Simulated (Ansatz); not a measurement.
Steps of a relaxation of CH₃BFNO, SMILES `FB1NCO1` with RKS PBE0-D4/def2-TZVP.

```sh
$ ansatz run in.yaml --threads 2 --pin off --events-out ev --progress --plain --max-ram 4352MiB
```

```yaml
crystal:
  periodic: [false, false, false]
  atoms:
    - {symbol: F, position_ang: [1.581196, -0.071060, 1.856224]}
    - {symbol: B, position_ang: [0.767787, -0.107100, 0.808031]}
    - {symbol: N, position_ang: [-0.427263, 0.561539, 0.427026]}
    - {symbol: C, position_ang: [-0.334312, -0.236384, -0.788229]}
    - {symbol: O, position_ang: [0.868773, -0.908429, -0.337778]}
    - {symbol: H, position_ang: [-1.053397, 1.329596, 0.646949]}
    - {symbol: H, position_ang: [-1.163783, -0.963793, -0.943770]}
    - {symbol: H, position_ang: [-0.146900, 0.338431, -1.724153]}
basis:
  gaussian: {orbitals: def2-TZVP}
hamiltonian: {xc: pbe0, dispersion: d4}
relax: {f_tol: 0.005, max_steps: 150}
```

Positions (Å) and forces (eV/Å) along the path, 12 of 12 steps:

```xyz
8
step=1 energy=-8013.6043 eV
F     1.581   -0.071    1.856   -0.393   -0.010   -0.493
B     0.768   -0.107    0.808   -0.020    0.036    0.003
N    -0.427    0.562    0.427    0.159   -0.068    0.008
C    -0.334   -0.236   -0.788   -0.229   -0.079   -0.432
O     0.869   -0.908   -0.338   -0.418    0.550    0.346
H    -1.053    1.330    0.647    0.461   -0.519   -0.150
H    -1.164   -0.964   -0.944    0.488    0.391    0.152
H    -0.147    0.338   -1.724   -0.047   -0.301    0.567
8
step=2 energy=-8013.6364 eV
F     1.572   -0.068    1.846   -0.152   -0.003   -0.190
B     0.763   -0.105    0.804    0.002   -0.011   -0.019
N    -0.425    0.556    0.425    0.045   -0.055   -0.023
C    -0.337   -0.235   -0.789   -0.014   -0.048   -0.085
O     0.861   -0.902   -0.336   -0.127    0.181    0.108
H    -1.041    1.317    0.642    0.115   -0.102   -0.023
H    -1.154   -0.956   -0.938    0.147    0.124    0.051
H    -0.145    0.335   -1.710   -0.016   -0.086    0.180
8
step=3 energy=-8013.6399 eV
F     1.565   -0.066    1.839    0.000   -0.002    0.007
B     0.759   -0.106    0.802    0.007    0.007   -0.030
N    -0.426    0.553    0.424   -0.034   -0.016    0.008
C    -0.337   -0.236   -0.789    0.038   -0.003    0.014
O     0.859   -0.898   -0.336   -0.016    0.004    0.007
H    -1.035    1.315    0.640    0.013    0.012    0.006
H    -1.149   -0.953   -0.934   -0.010   -0.010    0.000
H    -0.145    0.335   -1.701    0.001    0.008   -0.013
8
step=4 energy=-8013.6400 eV
F     1.566   -0.065    1.838    0.005    0.002    0.005
B     0.760   -0.105    0.801   -0.003   -0.007   -0.002
N    -0.427    0.551    0.424   -0.022   -0.009    0.001
C    -0.337   -0.236   -0.789    0.006   -0.014    0.007
O     0.857   -0.900   -0.335    0.006    0.011   -0.007
H    -1.035    1.315    0.641    0.012    0.016    0.001
H    -1.149   -0.953   -0.935   -0.004   -0.002   -0.003
H    -0.143    0.335   -1.701    0.000    0.003   -0.003
8
step=5 energy=-8013.6409 eV
F     1.567   -0.062    1.836   -0.002    0.006   -0.002
B     0.757   -0.106    0.802    0.029   -0.023    0.007
N    -0.440    0.537    0.434   -0.059    0.007   -0.004
C    -0.339   -0.238   -0.787    0.009    0.000    0.004
O     0.858   -0.897   -0.336    0.026   -0.014   -0.004
H    -1.019    1.328    0.633    0.011    0.011   -0.007
H    -1.145   -0.961   -0.944   -0.011    0.000    0.003
H    -0.147    0.342   -1.694   -0.004    0.012    0.003
8
step=6 energy=-8013.6411 eV
F     1.568   -0.060    1.835   -0.001    0.004    0.000
B     0.756   -0.107    0.802    0.014   -0.006    0.016
N    -0.442    0.535    0.435   -0.025   -0.010    0.010
C    -0.339   -0.239   -0.787   -0.022    0.003   -0.012
O     0.858   -0.898   -0.335    0.018   -0.004   -0.009
H    -1.017    1.329    0.632    0.013    0.010   -0.013
H    -1.145   -0.961   -0.945    0.004    0.005    0.000
H    -0.146    0.344   -1.693   -0.002   -0.002    0.008
8
step=7 energy=-8013.6414 eV
F     1.567   -0.059    1.835    0.001    0.006    0.000
B     0.755   -0.107    0.802    0.034   -0.020    0.016
N    -0.447    0.529    0.439    0.003   -0.076   -0.018
C    -0.340   -0.240   -0.786   -0.018    0.009   -0.014
O     0.859   -0.896   -0.336    0.026   -0.019   -0.006
H    -1.009    1.333    0.626   -0.049    0.096    0.014
H    -1.144   -0.964   -0.947    0.002    0.000    0.002
H    -0.150    0.347   -1.689    0.001    0.004    0.007
8
step=8 energy=-8013.6430 eV
F     1.568   -0.051    1.831    0.020    0.002    0.013
B     0.751   -0.111    0.804    0.036   -0.033   -0.010
N    -0.469    0.504    0.456   -0.073    0.020   -0.035
C    -0.343   -0.244   -0.783   -0.025    0.020    0.000
O     0.862   -0.893   -0.338    0.016   -0.006    0.021
H    -0.981    1.351    0.608    0.013    0.003    0.009
H    -1.138   -0.974   -0.959    0.008   -0.006   -0.001
H    -0.157    0.360   -1.675    0.005    0.001    0.003
8
step=9 energy=-8013.6434 eV
F     1.571   -0.047    1.828   -0.001   -0.002   -0.002
B     0.749   -0.113    0.804    0.009   -0.001   -0.001
N    -0.479    0.496    0.461   -0.027    0.010   -0.018
C    -0.345   -0.245   -0.781   -0.014    0.000   -0.001
O     0.860   -0.894   -0.337    0.012    0.006    0.014
H    -0.971    1.357    0.603    0.021   -0.018    0.003
H    -1.136   -0.978   -0.965    0.000    0.006    0.001
H    -0.157    0.366   -1.669    0.000   -0.002    0.003
8
step=10 energy=-8013.6435 eV
F     1.570   -0.045    1.828   -0.002    0.002   -0.004
B     0.749   -0.113    0.804   -0.006    0.001    0.008
N    -0.483    0.492    0.463    0.000    0.006    0.000
C    -0.346   -0.246   -0.781   -0.001    0.006    0.007
O     0.862   -0.893   -0.337   -0.005    0.000   -0.008
H    -0.965    1.359    0.600    0.007   -0.007    0.001
H    -1.135   -0.979   -0.967    0.005   -0.005   -0.002
H    -0.159    0.368   -1.667    0.002   -0.003   -0.002
8
step=11 energy=-8013.6434 eV rejected
F     1.569   -0.046    1.828   -0.007   -0.005    0.004
B     0.747   -0.114    0.806    0.021    0.030   -0.019
N    -0.483    0.492    0.463   -0.012   -0.018    0.010
C    -0.347   -0.246   -0.781    0.014    0.024   -0.008
O     0.863   -0.891   -0.338   -0.019   -0.020    0.010
H    -0.963    1.361    0.599    0.001   -0.008    0.002
H    -1.134   -0.981   -0.966    0.002    0.000    0.005
H    -0.161    0.368   -1.667    0.001   -0.004   -0.004
8
step=12 energy=-8013.6435 eV
F     1.570   -0.045    1.828    0.000    0.001    0.001
B     0.748   -0.113    0.805   -0.001   -0.002   -0.003
N    -0.483    0.492    0.463   -0.001    0.003    0.003
C    -0.346   -0.245   -0.781    0.002   -0.002   -0.001
O     0.861   -0.893   -0.337    0.000    0.000    0.000
H    -0.964    1.359    0.601    0.001   -0.002   -0.001
H    -1.135   -0.980   -0.967   -0.001    0.000    0.001
H    -0.159    0.367   -1.667    0.000    0.002    0.000
```

Hardware: 2 threads of an AMD EPYC 9R45 on a shared host. Wall time 18 s, peak host memory 0.37 GiB.
